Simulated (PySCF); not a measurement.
Work out the structure from these simulated measurements.

Formula: C6H18AlP.

- 1H NMR: chemical shifts (computed TMS as zero) by class: 1.08 (9 H), -0.91 (9 H) ppm [GIAO B97-2/pcSseg-1]
- Valence photoelectron: vertical ionisation energy: 8.47 eV [ΔSCF PBE0/def2-SVPD]
- Polarisability: 130.9 au [PBE0/def2-SVPD]
- Rotational structure: rotational constants A, B, C: 1.504, 0.897, 0.897 GHz [PBE0-D3(BJ)/def2-SVP]
- 13C NMR: chemical shifts (computed TMS as zero) by class: 11.2 (3 C), -13.1 (3 C) ppm [GIAO B97-2/pcSseg-1]
- XPS: P2p3/2 136.8, C1s 288.6 (×3), C1s 291.0 (×3), Al1s 1564.2, P1s 2150.4 eV [ΔSCF SCAN, pcX-2 on the ionised atom, pcseg-1 elsewhere, spin-free X2C, 2p3/2 from a spin–orbit splitting computed afterwards within the 2p shell]

The electronic properties come from PySCF, for the isolated species, density fitting. Levels stand in brackets. Geometry: PBE0-D3(BJ)/def2-SVP; no solvent, vibrations or thermal averaging. NMR values are class means; diastereotopic atoms form classes of their own.

Question: What is the compound? Reason from the data.

Answer: Numbering: `[CH3:1][Al-:2]([CH3:3])([CH3:4])[P+:5]([CH3:6])([CH3:7])[CH3:8]`. 6 carbons fall into 2 classes; from least to most shielded: sp3 carbon bound to phosphorus [C6/C7/C8] (11.2 ppm, 3 C), methyl carbon [C1/C3/C4] (-13.1 ppm, 3 C). Hydrogen classes from least to most shielded: 9 H on 3 like atoms (sp3 carbon bound to phosphorus), C6/C7/C8 (1.08 ppm), 9 H on 3 methyl carbons, C1/C3/C4 (-0.91 ppm). The core levels belong to: P2p3/2 136.8 eV, phosphorus bonded to Al and 3 C [P5]; C1s 288.6 eV, methyl carbon [C1/C3/C4]; C1s 291.0 eV, sp3 carbon bound to phosphorus [C6/C7/C8]; Al1s 1564.2 eV, aluminium bonded to 3 C and P [Al2]; P1s 2150.4 eV, phosphorus bonded to Al and 3 C [P5]. One atom of each topological class was ionised and stands for its class. By its constants the optimised geometry is a nearly prolate symmetric top. Structure: `[CH3][Al-]([CH3])([CH3])[P+](C)(C)C`. The assignments are read from this structure; whether some other isomer fits the data as well wasn't checked.

Conformer computed: `[CH3:1][Al-:2]([CH3:3])([CH3:4])[P+:5]([CH3:6])([CH3:7])[CH3:8]`: C1–Al2–P5–C6 177°.
